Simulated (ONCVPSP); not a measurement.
**Ag, ONCV: configuration errors across variants**

| Item | Value |
| --- | --- |
| Element | silver (Ag) |
| Generator | ONCVPSP 4.0.1 |
| Type | optimised norm-conserving Vanderbilt (ONCV) |
| Functional | LDA (Perdew-Wang 92) |
| Relativity | scalar-relativistic |
| Frozen core | [Ar] 3d10 4s2 |
| Valence charge | 17 |
| Reference configuration | 4p6 4d10 5s1 |
| Partial waves | 5s: rc 2.20 bohr, ncon 3, nbas 6, qcut 2.7 1/bohr, 2 projectors, debl 0.9 Ha; 4p: rc 1.55 bohr, ncon 5, nbas 7, qcut 10.9 1/bohr, 1 projector; 4d: rc 1.50 bohr, ncon 4, nbas 8, qcut 12.5 1/bohr, 3 projectors, debl 3 Ha; f scattering state at 0.04 Ha: rc 2.25 bohr, ncon 5, nbas 10, qcut 4.9 1/bohr, 2 projectors, debl 1.9 Ha |
| Local potential | polynomial inside 1.40 bohr (lpopt 3, dvloc0 0 Ha) |
| Core correction | polynomial model core, fcfact 0.6 |

All-electron excitation energies from the reference (eV): (1) 4p6 4d10 5s0 8.095; (2) 4p6 4d9 5s0 30.480; (3) 4p6 4d8 5s0 66.919; (4) 4p5 4d10 5s1 65.353.

A true bound ghost makes a file unfit for plane-wave use even where its test errors are small: the radial tests pick states by their node count and pass the ghost by.

Errors AE − PS in meV (a dash: test not solved or not reliable):

```csv
change,(1),(2),(3),(4),bound ghosts,GHOST(+) flags above zero
base,-10,+3.9,+11,-86,s,none
"core correction polynomial model core, fcfact 0.8",-10,+3.9,+11,-86,s,none
f: nproj 3,-10,+3.9,+11,-86,s,f
```

**Question.** Give the same row for: p: qcut 13.8.

**Answer.** -10, +3.9, +10, -74; bound ghosts: s; GHOST(+) flags above zero: none.
